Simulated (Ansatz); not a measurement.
A nudged elastic band was laid between two geometries of CH$_{5}$AlN$_{2}$O (10 atoms, charge 0, multiplicity 1).

Level of theory: Ansatz 0.2.0, RKS B3LYP-D4/def2-SVP.

| Item | Value |
| --- | --- |
| movable images | 7 |
| climbing image | yes |
| spring | 5.0 eV/Å² |
| optimiser | quadratic models (default) |
| start path | through a guess of the saddle point |
| force threshold | 0.03 eV/Å |
| iteration limit | 60 |
| end points | relaxed |

Initial state:

```xyz
10
Properties=species:S:1:pos:R:3
N 0.343 -0.713 1.586
C 0.254 -0.902 0.330
O 0.492 -2.137 -0.176
N -0.065 -0.009 -0.688
Al -0.472 1.748 -0.634
H 0.144 0.251 1.856
H 0.705 -2.694 0.590
H -0.051 -0.478 -1.592
H -0.493 2.477 0.764
H -0.776 2.406 -2.035
```

Final state:

```xyz
10
Properties=species:S:1:pos:R:3
N 0.422 -0.876 1.254
C 0.284 -1.156 -0.082
O 0.491 -2.263 -0.543
N -0.086 -0.068 -0.887
Al -0.433 1.669 -0.565
H 0.109 -0.007 1.667
H 0.593 -1.664 1.864
H -0.131 -0.405 -1.848
H -0.391 2.136 0.946
H -0.774 2.582 -1.804
```

**Question.** What changes between the two ends?

**Answer.** Bonds broken: O3–H7. Bonds formed: N1–H7.

**Question.** Give the energies along the band, and the barrier.

**Answer.** It converged. The highest image is number 4 of 0 to 8, 1.24 eV above the first end and 1.99 eV above the last; the last end lies 0.75 eV below the first. A vibrational analysis at the climbing image gives one clearly imaginary mode, 1880i cm⁻¹: a first-order saddle point. The orbitals stay closed-shell, which can raise the energy where a bond breaks towards radicals; this wasn't checked here.

```csv
image,path coordinate (Å),energy (eV),O3–H7 (Å),N1–H7 (Å)
0,0.00,0.00,0.97,2.25
1,0.26,0.04,0.97,2.11
2,0.52,0.27,0.99,1.86
3,0.78,0.77,1.07,1.58
4,1.04,1.24,1.30,1.33
5,1.37,0.43,1.67,1.10
6,1.70,-0.45,2.08,1.02
7,2.03,-0.72,2.41,1.01
8,2.36,-0.75,2.48,1.01
```

**Question.** What is the geometry of the highest image?

**Answer.** 
```xyz
10
Properties=species:S:1:pos:R:3
N 0.317 -0.849 1.426
C 0.260 -0.960 0.115
O 0.556 -2.183 -0.178
N -0.042 -0.025 -0.841
Al -0.475 1.723 -0.653
H 0.130 -0.006 1.961
H 0.620 -2.111 1.119
H 0.004 -0.446 -1.767
H -0.521 2.301 0.812
H -0.766 2.503 -1.990
```

**Question.** What are the harmonic wavenumbers there?

**Answer.** 1880i, 100, 163, 216, 391, 437, 505, 610, 648, 706, 717, 771, 866, 1106, 1113, 1145, 1298, 1576, 1658, 1968, 1983, 2203, 3566, 3585 cm⁻¹.

Run time: 2.1 min on 2 threads of Intel(R) Xeon(R) 6975P-C (Granite Rapids), with other jobs on the host, peak memory 0.24 GiB.
